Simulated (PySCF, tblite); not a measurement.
C₄H₉N₃SSi₂.
Z-matrix (Å and degrees, GFN2-xTB geometry), rows numbered from 1:
```
C 
S   1  1.8184
Si  2  2.1656  1  100.53
N   3  1.7164  2  102.73  1   170.03
C   3  1.9433  2  107.94  1   -71.27
C   5  1.4248  3  107.49  2  -160.82
N   6  1.1451  5  176.04  3     6.06
Si  3  2.3300  2  115.33  1    51.02
C   8  1.8717  3  105.22  2   -72.05
N   9  1.1468  8  176.49  3     2.78
H   1  1.0853  2  110.12  3    62.90
H   1  1.0849  2  106.56  3  -178.19
H   1  1.0860  2  110.05  3   -59.06
H   4  1.0067  3  120.84  2    12.82
H   4  1.0064  3  120.05  2   158.75
H   5  1.0922  3  111.33  2   -41.54
H   5  1.0916  3  111.50  2    79.81
H   8  1.4664  3  116.64  2    42.11
H   8  1.4626  3  114.03  2   173.69
```

Computed with PBE0/pcSseg-1 in PySCF (dipole) on a GFN2-xTB geometry, gas phase.

Masses are those of the commonest isotopes; rigid-rotor values at the optimised geometry. The values belong to one conformer with, in the numbering `[CH3:1][S:2][Si@@:3]([NH2:4])([CH2:5][C:6]#[N:7])[SiH2:8][C:9]#[N:10]`, C1–S2–Si3–N4 170°, S2–Si3–N4–H 13° and 159°, S2–Si3–C5–C6 -161°, S2–Si3–Si8–C9 -72°.

Q: Give the principal moments of inertia and the rotational constants in cm⁻¹.

A: Ia = 614.91, Ib = 686.31, Ic = 960.54 u·Å²; 505379 MHz·u·Å²/I gives 821.9, 736.4 and 526.1 MHz, that is A = 0.02741, B = 0.02456, C = 0.01755 cm⁻¹.

Q: Classify the top.

A: An asymmetric top. Ray's parameter κ = (2B − A − C)/(A − C) = 0.422; −1 is the prolate and +1 the oblate limit.

Q: Is it planar, by Δ = Ic − Ia − Ib?

A: Not planar: Δ = Ic − Ia − Ib = -340.69 u·Å². For a rigid frame Δ = −2 Σ m c², so Σ m c² = 170.34 u·Å² lies off the ab plane: 26.87 from hydrogen and 143.48 from heavier atoms. The atom farthest from that plane is 2.39 Å away.

Q: Give the other two planar moments, Paa and Pbb, and the rms extents of the mass along the axes.

A: Paa = Σ m a² = (Ib + Ic − Ia)/2 = 515.97 and Pbb = Σ m b² = (Ia + Ic − Ib)/2 = 444.57 u·Å². With the mass M = 187.01 u, the rms extents √(P/M) along a, b and c are 1.66, 1.54, 0.95 Å.

Q: Give the coordinates in the principal-axis frame, origin at the centre of mass.

A: The sense of each axis is arbitrary; atoms in the order of the calculation.
| atom | mass (u) | a (Å) | b (Å) | c (Å) |
| --- | --- | --- | --- | --- |
| C1 | 12.000 | 2.428 | -0.909 | 1.039 |
| S2 | 31.972 | 1.286 | -2.012 | 0.151 |
| Si3 | 27.977 | -0.314 | -0.630 | -0.319 |
| N4 | 14.003 | -1.289 | -1.536 | -1.403 |
| C5 | 12.000 | -1.248 | -0.211 | 1.333 |
| C6 | 12.000 | -2.527 | 0.308 | 0.982 |
| N7 | 14.003 | -3.538 | 0.709 | 0.624 |
| Si8 | 27.977 | 0.351 | 1.353 | -1.344 |
| C9 | 12.000 | 1.204 | 2.339 | -0.001 |
| N10 | 14.003 | 1.716 | 2.889 | 0.865 |
| H11 | 1.008 | 1.958 | -0.536 | 1.943 |
| H12 | 1.008 | 3.296 | -1.505 | 1.296 |
| H13 | 1.008 | 2.723 | -0.084 | 0.397 |
| H14 | 1.008 | -1.154 | -2.527 | -1.514 |
| H15 | 1.008 | -2.253 | -1.285 | -1.543 |
| H16 | 1.008 | -1.383 | -1.102 | 1.950 |
| H17 | 1.008 | -0.709 | 0.537 | 1.918 |
| H18 | 1.008 | 1.372 | 1.242 | -2.391 |
| H19 | 1.008 | -0.759 | 2.199 | -1.781 |

Q: Where do the levels up to J = 5 lie, in K?

A: Above 0(0,0), as E/k:
J = 1: 1(0,1) 0.061, 1(1,1) 0.065, 1(1,0) 0.075
J = 2: 2(0,2) 0.175, 2(1,2) 0.176, 2(1,1) 0.206, 2(2,1) 0.218, 2(2,0) 0.225
J = 3: 3(0,3) 0.339, 3(1,3) 0.339, 3(1,2) 0.395, 3(2,2) 0.400, 3(2,1) 0.425, 3(3,1) 0.449, 3(3,0) 0.453
J = 4: 4(0,4) 0.553, 4(1,4) 0.553, 4(1,3) 0.635, 4(2,3) 0.636, 4(2,2) 0.688, 4(3,2) 0.700, 4(3,1) 0.718, 4(4,1) 0.758, 4(4,0) 0.760
J = 5: 5(0,5) 0.817, 5(1,5) 0.817, 5(1,4) 0.924, 5(2,4) 0.924, 5(2,3) 1.004, 5(3,3) 1.008, 5(3,2) 1.052, 5(4,2) 1.076, 5(4,1) 1.088, 5(5,1) 1.146, 5(5,0) 1.147
Those of J = 1 are B + C, A + C and A + B.

Q: Predict some low-J microwave lines.

A: The dipole components are |μa| = 1.33 D, |μb| = 3.25 D, |μc| = 1.18 D. Intensities carry the squares of the components, which stand as 0.17 : 1.00 : 0.13 (a : b : c). Some lines, for components of 0.1 D or more:

| type | branch | J(Ka,Kc) | MHz | lower level (cm⁻¹) |
| --- | --- | --- | --- | --- |
| c | Q | 3(3,1) ← 3(2,1) | 510 | 0.295 |
| c | Q | 4(4,1) ← 4(3,1) | 832 | 0.499 |
| b | Q | 4(2,2) ← 4(1,3) | 1090 | 0.442 |
| a | Q | 3(1,2) ← 3(1,3) | 1178 | 0.236 |
| b | Q | 4(2,3) ← 4(1,4) | 1742 | 0.384 |
| a | R | 2(1,2) ← 1(1,1) | 2315 | 0.045 |
| a | R | 2(1,1) ← 1(1,0) | 2735 | 0.052 |
| b | R | 2(2,0) ← 1(1,1) | 3348 | 0.045 |
| a | R | 3(1,3) ← 2(1,2) | 3398 | 0.122 |
| a | R | 3(0,3) ← 2(0,2) | 3416 | 0.121 |
| b | R | 3(1,3) ← 2(0,2) | 3419 | 0.121 |
| a | R | 3(2,2) ← 2(2,1) | 3788 | 0.152 |
| c | R | 3(2,1) ← 2(1,1) | 4562 | 0.143 |
| c | R | 3(3,0) ← 2(2,0) | 4752 | 0.157 |
| b | R | 4(2,2) ← 3(3,1) | 4962 | 0.312 |
| a | R | 4(1,3) ← 3(1,2) | 4998 | 0.275 |
| b | R | 4(2,3) ← 3(1,2) | 5021 | 0.275 |
| c | R | 4(1,3) ← 3(0,3) | 6179 | 0.235 |
| c | R | 4(2,3) ← 3(1,3) | 6199 | 0.236 |
| c | R | 4(4,0) ← 3(3,0) | 6395 | 0.315 |
| c | R | 4(4,1) ← 3(3,1) | 6438 | 0.312 |
| b | R | 4(2,2) ← 3(1,3) | 7266 | 0.236 |

Q: Estimate the classical rotational partition function at 25 K, 298.15 K and 500 K.

A: Point group C1, symmetry number σ = 1; q = (√π/σ)·√((kT/h)³/(ABC)), k/h = 20836.6 MHz/K: 37300 at 25 K, 1540000 at 298.15 K, 3340000 at 500 K.

Its lowest GFN2-xTB frequency is 11 cm⁻¹, too small to tell a flat minimum from a shallow saddle. These are rigid-rotor constants of the computed structure; measured ground-state constants (B0) also hold zero-point vibration. A rigid rotor knows nothing of inversion at nitrogen or internal rotation, which can split or shift real lines. Quadrupole hyperfine structure (14N) is left out.

Time: 84 s wall; peak memory 0.97 GiB. Hardware: one thread, Arm Neoverse V1 (aarch64), shared host. This is the PBE0/pcSseg-1 job that gave the dipole, with the shieldings it also computed.
